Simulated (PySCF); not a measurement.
Electron correlation in Tc³⁺ (technetium, charge +3)

[Kr] 4d4, high-spin 5D determinant. Computed with PySCF 2.14 in ANO-RCC-VTZP, with scalar relativity by spin-free X2C-1e. Frozen: [Ar] 3d10; 12 electrons correlated.

MP2 pair energies summed by pair of shells (mhartree):

```
 pair   energy  share (%)
4p-4d  -132.41       42.5
4p-4p   -87.76       28.2
4d-4d   -35.75       11.5
4s-4p   -33.07       10.6
4s-4d   -17.69        5.7
4s-4s    -5.08        1.6
```

Total MP2 correlation energy: -311.75 mhartree.

Same-spin part -100.14 and opposite-spin part -211.60 mhartree; SCS-MP2 scales them by 1/3 and 6/5 to -287.31 mhartree.
